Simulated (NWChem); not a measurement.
Species: InH$_{2}$OCl; SMILES [Cl][InH][OH]

```xyz
5

In    -0.3066     0.3546     0.0000
H     -1.9465     0.8367     0.0000
Cl     0.3026    -1.9082     0.0000
O      1.3353     1.4756     0.0000
H      1.1426     2.4204     0.0000
```
Atoms are numbered in this order, from 1.

Program: NWChem. Coordinates come from a PBE0/def2-SVP (def2 core potentials past Kr) optimisation.

For level TPSS/3-21G, non-relativistic:

| Item | Value |
|---|---|
| highest occupied level (eV) | -6.66 |
| orbital gap (eV) | 4.81 |
| dipole (D) | 4.58 |

Problem. How do the values read with level TPSS/STO-3G, non-relativistic instead?

Solution. 
| Property | Result |
|---|---|
| highest occupied level (eV) | -3.25 |
| orbital gap (eV) | 4.51 |
| dipole (D) | 3.99 |
